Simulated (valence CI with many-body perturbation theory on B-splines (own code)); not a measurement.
S X: electric-dipole lines

Calculated by configuration interaction combined with many-body perturbation theory (CI+MBPT): five valence electrons over a frozen Dirac-Fock core [He], radial functions for each j: 11 s, 11 p, 10 d, 8 f, 5 g, 2 h, with the one-electron correlation potential Σ1 (screened to all orders), the two-electron term Σ2, the three-electron term Σ3, Breit, model QED; selected single and double excitations, second order for the rest, scaled by the run's own slope (own B-spline code, finite nucleus).

No measured levels were compared; by estimate levels of excited configurations hold to 0.05 to 0.15 % of their energy, terms of the ground configuration to about 0.5 %. Among the levels kept, up to 5000 cm⁻¹ of a level comes from second order outside the variational space, and about a tenth of that is noise between levels of different J, which matters for small intervals.

Lines 151 to 200 of 573 in falling wavelength, among levels below 2810100 cm⁻¹, chosen from the strongest by gf and those to the six lowest levels. Wavelengths and rates use the calculated energies, so an error of 300 cm⁻¹ moves a line at 778.8 Å by 0.23 % and its rate by three times that or more. Electric multipoles are in the length gauge, E1 and E2 with the static RPA response of the core. Weak lines are less certain than strong ones. Lines between different terms over intervals too small for the method are left out, as are lines whose strength nearly cancels. The highest levels of a list are the least certain.

Names give the largest LS component (configuration and term), which can be under half, so a name can repeat, a term be missing and a line seem to break the LS rules; names also repeat where a configuration has a term twice. Letters in brackets count levels of one name in rising energy.

```csv
λ vac (Å),Upper,Lower,A (s⁻¹),log gf,Branch %
778.8,2s2.2p2.3d 4D_1/2,2s2.2p2.3p 4P°_1/2,7.25e+08,-0.88,0.6
777.6,2s.2p3.3d 2F°_7/2 [b],2s.2p3.3p 2D_5/2 [b],1.56e+09,0.05,0.2
777.5,2s.2p3.3d 2F°_5/2 [b],2s.2p3.3p 2D_3/2 [b],1.38e+09,-0.12,0.3
775.6,2s2.2p2.3p 2D°_3/2 [b],2s2.2p2.3s 2D_3/2,8.94e+08,-0.49,12.0
775.1,2s2.2p2.3d 2G_7/2,2s2.2p2.3p 2F°_5/2,1.47e+09,0.03,1.9
773.7,2s2.2p2.3p 2D°_3/2 [b],2s2.2p2.3s 2D_5/2,3.37e+08,-0.92,4.5
773.5,2s2.2p2.3p 2D°_5/2 [b],2s2.2p2.3s 2D_5/2,1.15e+09,-0.21,16.9
772.9,2s.2p3.3d 4P°_1/2 [b],2s.2p3.3p 4S_3/2,8.30e+08,-0.83,0.2
772.6,2s2.2p2.3d 2D_3/2 [c],2s2.2p2.3p 2P°_1/2 [c],1.24e+09,-0.35,0.1
771.1,2s2.2p2.3d 4D_5/2,2s2.2p2.3p 4P°_3/2,8.94e+08,-0.32,0.6
766.4,2s.2p3.3d 4P°_3/2 [b],2s.2p3.3p 4S_3/2,8.66e+08,-0.52,0.2
762.8,2s.2p3.3d 4D°_3/2 [a],2s.2p3.3p 4P_1/2 [a],7.07e+08,-0.61,0.1
762.5,2s.2p3.3d 4D°_1/2 [a],2s.2p3.3p 4P_1/2 [a],1.41e+09,-0.61,0.2
762.2,2s2.2p2.3d 4D_3/2,2s2.2p2.3p 4P°_3/2,3.70e+08,-0.89,0.1
760.3,2s.2p3.3d 4D°_5/2 [a],2s.2p3.3p 4P_3/2 [a],1.21e+09,-0.20,0.2
760.2,2s.2p3.3d 4D°_3/2 [a],2s.2p3.3p 4P_3/2 [a],9.20e+08,-0.50,0.1
758.6,2s.2p3.3d 2D°_3/2 [b],2s.2p3.3p 2P_1/2 [b],9.68e+08,-0.48,0.2
757.8,2s.2p3.3d 4P°_5/2 [b],2s.2p3.3p 4S_3/2,9.29e+08,-0.32,0.5
757.5,2s2.2p2.3d 4D_3/2,2s2.2p2.3p 4P°_1/2,4.98e+08,-0.77,0.2
757.4,2s.2p3.3d 4D°_5/2 [a],2s.2p3.3p 4P_5/2 [a],5.22e+08,-0.57,0.1
757.4,2s.2p3.3p 2S_1/2,2s.2p3.3s 2P°_3/2 [a],1.06e+09,-0.74,0.2
756.6,2s.2p3.3d 4D°_7/2 [a],2s.2p3.3p 4P_5/2 [a],1.75e+09,0.08,0.3
755.9,2s.2p3.3p 2S_1/2,2s.2p3.3s 2P°_1/2 [a],5.84e+08,-1.00,0.1
750.6,2s2.2p2.3d 4D_7/2,2s2.2p2.3p 4D°_7/2,4.32e+08,-0.53,5.1
750.2,2s.2p3.3d 4D°_7/2 [c],2s.2p3.3p 4D_7/2 [b],4.19e+08,-0.55,0.1
747.7,2s.2p3.3d 4D°_5/2 [c],2s.2p3.3p 4D_5/2 [b],2.97e+08,-0.83,0.0
746.1,2s.2p3.3d 2D°_5/2 [b],2s.2p3.3p 2P_3/2 [b],1.17e+09,-0.23,0.2
744.1,2s2.2p2.3p 4S°_3/2,2s2.2p2.3s 4P_3/2,4.32e+08,-0.84,0.9
735.0,2s.2p3.3d 4D°_7/2 [b],2s.2p3.3p 4D_7/2 [a],7.97e+08,-0.29,0.1
734.0,2s.2p3.3d 4D°_5/2 [b],2s.2p3.3p 4D_7/2 [a],2.59e+08,-0.90,0.0
732.8,2s2.2p2.3d 4D_5/2,2s2.2p2.3p 4D°_5/2,2.80e+08,-0.87,0.2
731.3,2s.2p3.3d 2S°_1/2,2s.2p3.3p 2P_3/2 [a],9.33e+08,-0.82,0.6
728.7,2s.2p3.3p 2P_1/2 [d],2s.2p3.3s 2S°_1/2,8.68e+08,-0.86,1.2
728.6,2s.2p3.3d 4D°_3/2 [b],2s.2p3.3p 4D_5/2 [a],4.57e+08,-0.84,0.1
728.0,2s.2p3.3d 4D°_5/2 [b],2s.2p3.3p 4D_5/2 [a],5.55e+08,-0.58,0.1
722.4,2s.2p3.3d 4D°_3/2 [b],2s.2p3.3p 4D_3/2 [a],3.96e+08,-0.91,0.1
721.4,2s2.2p2.3d 2F_7/2 [b],2s2.2p2.3p 2F°_7/2,4.62e+08,-0.54,0.0
715.7,2s.2p3.3p 2P_3/2 [d],2s.2p3.3s 2S°_1/2,1.00e+09,-0.51,1.1
711.0,2s2.2p2.3d 4P_5/2,2s2.2p2.3p 4P°_5/2,8.41e+08,-0.42,0.0
701.4,2s.2p3.3p 4P_3/2 [b],2s.2p3.3s 4D°_3/2,7.47e+08,-0.66,4.7
701.2,2s2.2p2.3d 2D_3/2 [a],2s2.2p2.3p 2P°_1/2 [a],1.03e+09,-0.52,0.1
700.9,2s.2p3.3p 4P_3/2 [b],2s.2p3.3s 4D°_5/2,1.40e+09,-0.38,8.8
699.0,2s.2p3.3p 4P_5/2 [b],2s.2p3.3s 4D°_7/2,1.84e+09,-0.09,9.6
698.0,2s.2p3.3p 4P_5/2 [b],2s.2p3.3s 4D°_5/2,4.39e+08,-0.72,2.3
698.0,2s2.2p2.3p 2P°_1/2 [b],2s2.2p2.3s 2D_3/2,1.58e+09,-0.64,9.4
698.0,2s.2p3.3p 4P_1/2 [b],2s.2p3.3s 4D°_1/2,1.21e+09,-0.75,9.0
697.9,2s2.2p2.3d 4P_3/2,2s2.2p2.3p 4P°_5/2,4.80e+08,-0.85,0.0
697.1,2s.2p3.3p 4P_1/2 [b],2s.2p3.3s 4D°_3/2,1.17e+09,-0.77,8.7
692.7,2s2.2p2.3d 2D_5/2 [a],2s2.2p2.3p 2P°_3/2 [a],1.43e+09,-0.21,0.1
692.5,2s2.2p2.3d 2F_5/2 [b],2s2.2p2.3p 2F°_5/2,3.85e+08,-0.78,0.0
```

(1) How does gf follow from A for the line at 772.9 Å?

Results:

(1) gf = 1.4992 × (2J+1)_upper × A / σ², with σ = 129388 cm⁻¹ and 2J+1 = 2: gf = 0.149.
